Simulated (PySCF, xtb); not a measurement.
Cd(OH)(SeH) (CdH₂OSe), SMILES [OH][Cd][SeH].

GFN2-xTB run with xtb at its own geometry gives an orbital gap of 3.11 eV and a dipole moment of 5.50 D.

Geometry optimised at B3LYP-D3(BJ)/def2-TZVP. The def2 effective core potentials stand for the cores of Cd; spin–orbit coupling is left out. Other conformers were not sampled.

Task: What does PBE0/def2-TZVPD (PySCF) give? (The exact figures need the calculation; the answer reports its results.)

Result: gap 5.41 eV (levels -7.09 and -1.68 eV), dipole 1.36 D.
